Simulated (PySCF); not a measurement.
CaF, charge +1. Atoms are numbered in the order given.

```xyz
2

Ca     0.0000     0.0000    -0.5852
F      0.0000     0.0000     1.3005
```
Charge +1, spin multiplicity 1.

Geometry optimised at B3LYP-D3(BJ)/def2-TZVPD. The multiplicity is an assumed one; other spin states were not compared.

All values below come from TDA-B3LYP/def2-TZVPD in PySCF.

Vertical excitations; the highest root listed may be one member of a degenerate set. Gas-phase values at a fixed geometry. State labels are in the subgroup C2v.

Estimate the UV-visible absorptions. (Estimate from the structure and the level; the computed values follow.)


```tsv
state	symmetry	energy (eV)	λ (nm)	f	main pairs
S1	B1	6.10	203	0.008	HOMO−1→LUMO (degenerate set)
S2	B2	6.10	203	0.008	HOMO→LUMO (degenerate set)
S3	A1	6.25	198	0.007	HOMO−2→LUMO 99 %
S4	B2	7.33	169	0.000	HOMO→LUMO+2, HOMO−1→LUMO+1 (degenerate set)
S5	B1	7.33	169	0.000	HOMO−1→LUMO+2, HOMO→LUMO+1 (degenerate set)
S6	B1	7.40	167	0.005	HOMO→LUMO+1, HOMO−1→LUMO+2 (degenerate set)
S7	B2	7.40	167	0.005	HOMO−1→LUMO+1, HOMO→LUMO+2 (degenerate set)
S8	A2	7.47	166	0.000	HOMO−2→LUMO+1 (degenerate set)
S9	A1	7.47	166	0.000	HOMO−2→LUMO+2 (degenerate set)
S10	A2	7.77	159	0.000	HOMO→LUMO+3 48 %, HOMO−1→LUMO+4 48 %
T1	B1	6.05	205	0	HOMO−1→LUMO (degenerate set)
T2	B2	6.05	205	0	HOMO→LUMO (degenerate set)
T3	A1	6.18	201	0	HOMO−2→LUMO 99 %
T4	B1	7.31	170	0	HOMO−1→LUMO+2 50 %, HOMO→LUMO+1 50 %
```
Triplets are in the Tamm–Dancoff approximation.
